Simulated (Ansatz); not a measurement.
```xyz
14

C     0.0000    0.7050    0.0000
C    -1.3410    1.1407    0.0000
C    -2.1698    0.0000    0.0000
C    -1.3410   -1.1407    0.0000
C     0.0000   -0.7050    0.0000
C     1.3410    1.1407    0.0000
C     2.1698    0.0000    0.0000
C     1.3410   -1.1407    0.0000
H    -1.6763    2.1726    0.0000
H    -3.2548    0.0000    0.0000
H    -1.6763   -2.1726    0.0000
H     1.6763    2.1726    0.0000
H     3.2548    0.0000    0.0000
H     1.6763   -2.1726    0.0000
```

Basis set: def2-TZVP. Charge 0. Computed with Ansatz (development build ahead of 0.2.0); the lowest solution found for each multiplicity.

Task: How do the multiplicities compare at this shape? Give, from the lowest of each method, PBE0 (unrestricted) for 1, 3; PBE0 (restricted) for 1, 3; HF (unrestricted) for 1, 3; HF (restricted) for 1, 3.

Result:

```
            method  multiplicity  E (eV)  <S²>
PBE0, unrestricted             1   0.000  1.09
PBE0, unrestricted             3   0.204  2.01
  PBE0, restricted             1   0.000  0.00
  PBE0, restricted             3   0.209  2.00
  HF, unrestricted             1   0.000  1.51
  HF, unrestricted             3   1.244  2.21
    HF, restricted             1   0.000  0.00
    HF, restricted             3   0.051  2.00
```

Caution for PBE0, unrestricted, HF, unrestricted: the unrestricted determinant is a mixture of spin states. Caution for HF, unrestricted: the unrestricted determinant is spin contaminated. Caution for HF, restricted: an unrestricted determinant lies well below.
